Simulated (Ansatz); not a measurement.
GeBr₂. The state is a triplet with charge 0. Geometry r2SCAN-D4/def2-TZVP, that of the charge +1 doublet; atoms count from 1.

```xyz
3

Ge   -0.462    0.087    0.559
Br   -1.145    0.569   -1.513
Br    1.607   -0.656    0.954
```

At PBE0-D4/def2-TZVP a singlet of charge 0 lies 1.92 eV below the triplet at the same geometry. The structure comes from a short search, and lower isomers may exist.

(1) Estimate the Mulliken populations from the PBE0/def2-TZVP orbitals of Ansatz.

(2) Where does the spin sit?

(3) And the Mayer bond orders between heavy atoms (over 0.3)?

Results:

(1) 
```csv
atom,charge (e),spin (α − β)
Ge1,0.35,1.49
Br2,-0.18,0.25
Br3,-0.18,0.25
```
Mulliken values depend strongly on the basis.

(2) Summed by element: Ge 1.49, Br 0.51, of 2 unpaired in all. Largest on single atoms: Ge1 1.49, Br3 0.25, Br2 0.25.

(3) Ge1–Br2 1.12 (2.23 Å); Ge1–Br3 1.12 (2.23 Å).
